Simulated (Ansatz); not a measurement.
Relaxation of BH₄NOSi (8 atoms, charge 0, multiplicity 1), to a largest force component of 0.015 eV/Å in at most 40 steps.

Level of theory: RKS BLYP-D4/def2-SVP in Ansatz.

```xyz
8
Properties=species:S:1:pos:R:3
N -0.912 1.255 0.170
Si 0.554 0.349 0.144
B 0.396 -1.405 -0.805
O 0.310 -1.201 0.645
H -1.419 1.113 1.061
H -1.584 0.909 -0.577
H 1.693 0.856 0.974
H 1.055 -1.932 -1.667
```

Question: Where does it end, and by what steps?

Answer: The run converged. After 12 steps the energy has fallen by 1.614 eV; H5 moved furthest, 0.49 Å.

| step | energy less start (eV) | largest force component (eV/Å) | accepted |
| --- | --- | --- | --- |
| 0 | 0.0000 | 5.180 | yes |
| 1 | -1.0293 | 2.584 | yes |
| 2 | -1.3807 | 1.721 | yes |
| 3 | -1.5501 | 0.792 | yes |
| 4 | -1.5213 | 1.056 | no |
| 5 | -1.5972 | 0.234 | yes |
| 6 | -1.6087 | 0.094 | yes |
| 7 | -1.6117 | 0.150 | yes |
| 8 | -1.6119 | 0.079 | yes |
| 9 | -1.6131 | 0.149 | yes |
| 10 | -1.6137 | 0.031 | yes |
| 11 | -1.6136 | 0.025 | no |
| 12 | -1.6137 | 0.010 | yes |

```xyz
8
Properties=species:S:1:pos:R:3
N -0.997 1.159 0.215
Si 0.497 0.309 0.087
B 0.778 -1.368 -0.829
O 0.460 -1.518 0.461
H -1.314 1.592 1.085
H -1.761 1.025 -0.451
H 1.427 0.902 1.093
H 1.003 -2.159 -1.718
```

Whether the end is a true minimum wasn't checked by a vibrational analysis.

Time of the run: 43 s on 1 thread of Intel(R) Xeon(R) Processor @ 2.70GHz, on a shared host, peak memory 0.15 GiB.
